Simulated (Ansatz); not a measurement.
A geometry relaxed with PBE0-D3(BJ)/def2-TZVP run with Ansatz (a first-principles code), charge 0, multiplicity 1:

```xyz
5

H     -0.1299    -0.9292     1.4998
F      1.5273     0.9825     0.0853
Sn    -0.0050    -0.1526     0.0022
H      0.0675    -0.9781    -1.4726
F     -1.4598     1.0775    -0.1147
```

**Question.** Write the SMILES of this molecule.

**Answer.** `[F][SnH2][F]`
